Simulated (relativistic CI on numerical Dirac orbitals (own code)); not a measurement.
## Level scheme of Yb³⁷⁺

Computed by Dirac-Coulomb-Breit CI, separate exchange-only KLI orbitals for each configuration, model QED, unscaled Slater integrals (own radial code, finite nucleus).

CI space (outside the closed core [Ar] 3d10): 4s2 4p3, 4s 4p4, 4s2 4p2 4d, 4p5, 4s 4p3 4d, 4s2 4p2 4f, 4s 4p3 4f, 4p4 4d, 4s 4p2 4d2, 4s2 4p 4d 4f, 4p4 4f, 4s2 4p 4d2, 4s2 4d3, 4s 4p 4d3, 4s2 4d2 4f, 4s 4p 4d2 4f, 4p3 4d2, 4p2 4d3, 4p2 4d2 4f. Double excitations out of closed p, d and f shells are left out; levels of such configurations are missing from the list, as are those of other unlisted configurations, and high levels can miss mixing partners.

The lowest level is 4s2 4p3 2P°_3/2, with 45 % of that term; Hund's rules for 4s2 4p3 give 4S° with J = 3/2, of which the calculation keeps J, while another term leads.

```tsv
No.	Configuration	Term	J	E (cm⁻¹)	%	Next component (%)
1	4s2 4p3	2P°	3/2	0	45	28 4S°
2	4s2 4p3	4S°	3/2	520207	54	45 2D°
3	4s2 4p3	2D°	5/2	561989	99	1 4s 4p3 4d 2D°
4	4s2 4p3	2P°	1/2	615610	99	1 4s2 4p 4d2 2P°
5	4p2(1S) 4d	2D	3/2	1120083	35	34 4F
6	4s2 4p3	2P°	3/2	1142951	53	28 2D°
7	4s 4p4(3P)	4P	5/2	1197092	57	19 2D
8	4p2(1S) 4d	2D	5/2	1323912	22	21 4D
9	4s 4p4(1S)	2S	1/2	1343111	54	33 4P
10	4s 4p4(1D)	2D	3/2	1363471	33	32 2P
11	4p2(3P) 4d	4F	3/2	1639323	33	27 4D
12	4p2(1D) 4d	2F	5/2	1640559	46	44 4F
13	4p2(3P) 4d	4D	1/2	1643388	77	16 2P
14	4p2(1D) 4d	2G	7/2	1682486	44	27 2F
15	4s 4p4(3P)	4P	3/2	1720132	45	22 4s2 4p2 4d 2P
16	4p2(3P) 4d	4D	7/2	1760968	47	36 4F
17	4s 4p4(1D)	2D	5/2	1763291	29	25 4s2 4p2 4d 2D
18	4p2(3P) 4d	2D	5/2	1796579	31	29 4P
19	4p2(1D) 4d	2P	1/2	1805275	36	33 4P
20	4p2(1D) 4d	2D	3/2	1805746	32	24 2P
21	4p2(1D) 4d	2G	9/2	1807192	58	41 4F
22	4p2(3P) 4d	4D	3/2	1869900	27	22 4s 4p4 2D
23	4p2(1D) 4d	2S	1/2	1895250	34	20 4s 4p4 4P
24	4p2(3P) 4d	2F	5/2	1903901	32	23 4D
25	4p2(1D) 4d	2F	7/2	1907478	45	29 2G
26	4p2(1D) 4d	2P	3/2	1933069	37	35 2D
27	4p2(1D) 4d	2D	5/2	1945727	38	26 4s 4p4 2D
28	4s 4p4(3P)	2P	3/2	1992841	35	25 2D
29	4p2(1D) 4d	2P	1/2	2017332	46	25 4s 4p4 2P
30	4p2(3P) 4d	4P	1/2	2315328	43	25 2P
31	4p2(1D) 4d	2D	3/2	2317594	34	26 4P
32	4p2(1D) 4d	2D	5/2	2322809	28	22 2F
33	4p2(1D) 4d	2F	7/2	2331990	43	37 4D
34	4p2(3P) 4d	2P	1/2	2332126	49	19 2S
35	4s 4p3(2P°)<3P°> 4d	4D°	5/2	2336337	27	27 6D°
36	4s 4p3(4S°)<5S°> 4d	6D°	3/2	2342971	33	23 4D°
37	4s 4p3(2P°)<3P°> 4d	4P°	1/2	2343264	41	40 6D°
38	4p2(3P) 4d	4F	9/2	2350893	57	41 2G
39	4p2(3P) 4d	2F	7/2	2354588	66	24 2G
40	4s 4p3(4S°)<5S°> 4d	6D°	7/2	2358599	27	25 4F°
41	4p2(1S) 4d	2D	3/2	2402934	64	18 2P
42	4s 4p3(2D°)<3D°> 4d	4F°	3/2	2429341	29	23 2D°
43	4s 4p3(2P°)<3P°> 4d	4F°	9/2	2449890	43	39 6D°
44	4s 4p3(2D°)<3D°> 4d	4G°	5/2	2451708	23	23 2F°
45	4p2(1S) 4d	2D	5/2	2453940	78	14 4D
```

Energies count from the lowest computed level; ° marks odd parity. Percentages are summed over parent terms; the parents shown are those of the largest component, closed shells are left out there, and <> holds an intermediate term.

The mean weight of the leading LS term, summed over parents, in these 45 levels is 45 %, and that of the leading jj configuration (from the same eigenvectors) 81 %, so jj coupling describes them better and the LS labels are nominal.

At this charge energies of transitions that change n are usually good to better than 1 %, and those within a shell (Δn = 0) to a few per cent.

LS names give the leading component of a level, which can be under half, so a name can repeat, a term be missing and a line seem to break the LS rules.
